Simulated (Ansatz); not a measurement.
```xyz
4

C     0.0000    0.0000   -0.9399
S     0.0000    0.0000    0.5379
H     0.0000   -0.8553   -1.4837
H     0.0000    0.8553   -1.4837
```

Basis set: 6-31G* (spherical functions). Frozen core: 6 orbitals. Charge 0, multiplicity 1.

Computed with Ansatz (development build ahead of 0.2.0); each method stands on the lowest determinant of its kind that the runs found. Restricted open shells among the atoms or ions are ROHF, correlated in semicanonical orbitals with singles.

Problem. Give the atomization energy at this shape (free ground-state atoms in the same class of orbitals less the molecule, no zero-point energy) of singlet CH2S by RHF-MP2, RHF.

Solution.

```json
{"method": "RHF-MP2", "atomization energy": "1160.5 kJ/mol"}
{"method": "RHF", "atomization energy": "884.9 kJ/mol"}
```

Caution: no unrestricted run beside it, a lower state can exist; the shape is not the minimum.
